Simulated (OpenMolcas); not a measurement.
# Ag3+ in a point-charge field

Ag3+ among 5 point charges of -2 e arranged as a trigonal bipyramid (D3h), 1.82 Å from the ion, with the axial distance 1.674 Å.

```
Program             : OpenMolcas
Method              : CASSCF
Basis               : ANO-RCC-VDZP [6s5p3d1f]
Scalar Hamiltonian  : DKH2, point nucleus
Active space        : 8 electrons in 5 orbitals (4d)
State averaging     : 2S+1 = 3 even, 10 roots; 2S+1 = 1 even, 15 roots
Spin-orbit coupling : state interaction with AMFI integrals over the reference wave functions
```

The lowest spin-free states (labels of D3, the rotations of D3h), above the lowest:

```json
{"State": "3E", "Degeneracy": "2", "E (cm-1)": "0.0", "Free-ion L (%)": "F (100)"}
{"State": "3E", "Degeneracy": "2", "E (cm-1)": "2623", "Free-ion L (%)": "F (82)"}
{"State": "1A1", "Degeneracy": "1", "E (cm-1)": "3887", "Free-ion L (%)": "D (50)"}
{"State": "3A2", "Degeneracy": "1", "E (cm-1)": "9918", "Free-ion L (%)": "F (98)"}
{"State": "3A1", "Degeneracy": "1", "E (cm-1)": "11655", "Free-ion L (%)": "F (100)"}
{"State": "3A2", "Degeneracy": "1", "E (cm-1)": "11688", "Free-ion L (%)": "F (100)"}
{"State": "1E", "Degeneracy": "2", "E (cm-1)": "14586", "Free-ion L (%)": "G (61)"}
{"State": "1E", "Degeneracy": "2", "E (cm-1)": "15271", "Free-ion L (%)": "D (80)"}
{"State": "3E", "Degeneracy": "2", "E (cm-1)": "21098", "Free-ion L (%)": "P (82)"}
{"State": "1E", "Degeneracy": "2", "E (cm-1)": "26444", "Free-ion L (%)": "D (61)"}
{"State": "1E", "Degeneracy": "2", "E (cm-1)": "27425", "Free-ion L (%)": "G (80)"}
{"State": "1A1", "Degeneracy": "1", "E (cm-1)": "27599", "Free-ion L (%)": "G (53)"}
{"State": "3A2", "Degeneracy": "1", "E (cm-1)": "28340", "Free-ion L (%)": "P (98)"}
{"State": "1A1", "Degeneracy": "1", "E (cm-1)": "31582", "Free-ion L (%)": "G (100)"}
{"State": "1A2", "Degeneracy": "1", "E (cm-1)": "31685", "Free-ion L (%)": "G (100)"}
{"State": "1E", "Degeneracy": "2", "E (cm-1)": "33575", "Free-ion L (%)": "G (100)"}
{"State": "1A1", "Degeneracy": "1", "E (cm-1)": "58344", "Free-ion L (%)": "S (95)"}
```

The lowest levels with spin-orbit coupling:

```
E (cm-1)  Degeneracy  Label      2S+1               g
     0.0           1     A2         3                
     0.2           1     A1         3                
   622.9           2      E         3  0.00 0.00 4.51
    2017           2      E         3  0.00 0.00 0.99
    2328           1     A1  3 (62 %)                
    4818           2      E         3  0.00 0.00 5.40
    5876           1     A2         3                
    5986           2      E         3  0.00 0.00 1.15
    7933           1     A1  1 (56 %)                
   10835           2      E         3  0.00 0.00 9.94
   12237           2      E         3  0.00 0.00 3.64
   13286           1     A1         3                
   14108           1     A2         3                
   14141           1     A1         3                
   14686           2      E  3 (56 %)  0.00 0.00 3.02
   17208           2      E  1 (82 %)  0.00 0.00 2.16
   19091           2      E  3 (62 %)  0.00 0.00 3.33
   22539           2      E  3 (79 %)  0.00 0.00 2.03
   23398           2      E  3 (82 %)  0.00 0.00 5.56
   23906           1     A1         3
```

Powder χT (cm3 K/mol): 1.96 at 2 K, 1.99 at 10 K, 2.09 at 50 K, 2.21 at 100 K, 2.44 at 200 K, 2.6 at 300 K. The effective moment at 300 K is 2.828 √(χT) = 4.56 μB.

The lowest level has 2S+1 = 3, for which the spin-only value is χT = S(S+1) / 2 = 1.000 cm3 K/mol (g = 2). The computed 2.596 at 300 K differs by +1.596, through orbital momentum, spin-orbit coupling and any other state in reach.

An orbital doublet at a regular site is open to a Jahn-Teller distortion, which this geometry leaves out. Without dynamic correlation the repulsion within the d shell is too large (B by tens of per cent), so at a given field states of lower spin stand too high. Real 4d8 and 5d8 ions are as a rule square planar and diamagnetic. This shell can be high or low spin here, a state of another spin lies low, and with metal d orbitals alone active their balance is uncertain, so the ground spin may be wrong. Point charges give a weaker field than real ligands, and real ions of this kind are as a rule low spin; the high spin found here belongs to the model. This is an electrostatic model: the charges have no orbitals. No measured value stands beside these numbers.

With an even number of electrons the g values are those of a degenerate or nearly degenerate non-Kramers pair.
